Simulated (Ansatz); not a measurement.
Computed with Ansatz on PBE0-D4/def2-TZVP structures; ΔE is electronic, products minus reactants. CBS: MP2 limit from def2 TZ/QZ plus the TZ coupled-cluster correction, frozen cores. Functionals use def2-TZVPP. For Ge outer-core shells are correlated without core-valence functions, which leaves a few kJ/mol of doubt a bond. Scalar relativity is left out up to krypton. One conformer a species, not always the lowest.

Reaction (redistribution): `C[O][AlH][GeH3]` + `C[S][Ge][Cl]` → `C[S][AlH][GeH3]` + `C[O][Ge][Cl]`

| species | B2PLYP energy (Eh) |
| --- | --- |
| `C[O][AlH][GeH3]` | -2436.48417 |
| `C[S][Ge][Cl]` | -2974.75805 |
| `C[S][AlH][GeH3]` | -2759.34985 |
| `C[O][Ge][Cl]` | -2651.88210 |

Problem. Work out ΔE.

Solution. ΔE = (-2759.34985) + (-2651.88210) − (-2436.48417) − (-2974.75805) = 0.01027 Eh = +6.4 kcal/mol. CCSD(T)/CBS gives +5.7 kcal/mol.

Largest T1 diagnostic among the species: 0.015.
